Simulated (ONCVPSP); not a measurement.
## An all-electron radial function and its pseudo partner (tin)

Columns: radius, all-electron u(r) and pseudo u(r) of the 4s shell (level -123.71 eV) of tin in the configuration [Ar] 3d10 4s2 4p6 4d10 5s2 5p2; LDA (Perdew-Wang 92), non-relativistic, ONCV scheme, ONCVPSP 4.0.1.

```
r (bohr)  all-electron  pseudo
   0.072        0.4188  0.1650
   0.145        0.0819  0.3293
   0.217       -0.5758  0.4851
   0.290       -0.6982  0.6330
   0.362       -0.3794  0.7649
   0.435        0.1140  0.8804
   0.507        0.5779  0.9731
   0.580        0.9348  1.0429
   0.652        1.1550  1.0866
   0.725        1.2593  1.1051
   0.798        1.2716  1.0985
   0.870        1.2211  1.0686
   0.942        1.1326  1.0177
   1.015        1.0225  0.9478
   1.088        0.9050  0.8635
   1.160        0.7905  0.7713
   1.232        0.6824  0.6757
   1.305        0.5822  0.5808
   1.378        0.4929  0.4928
   1.450        0.4156  0.4156
   1.522        0.3486  0.3486
   1.595        0.2903  0.2903
   1.668        0.2408  0.2408
   1.740        0.1997  0.1997
   1.812        0.1651  0.1651
   1.885        0.1358  0.1358
```

Q: How many radial nodes do the two functions have?

A: The all-electron 4s function has n − l − 1 = 3 (the table is too coarse to show those close to the nucleus); the pseudo-wave has 0, since the states of the same l below it are removed with the core.

Q: At about which radius was the pseudo-wave matched?

A: 1.45 bohr, where the columns begin to agree (steps of 0.07 bohr).

Q: Is the pseudo-wave norm-conserving?

A: Yes: the ONCV scheme keeps the norm inside the radius equal to the all-electron one, which fixes the energy derivative of the logarithmic derivative at the level.
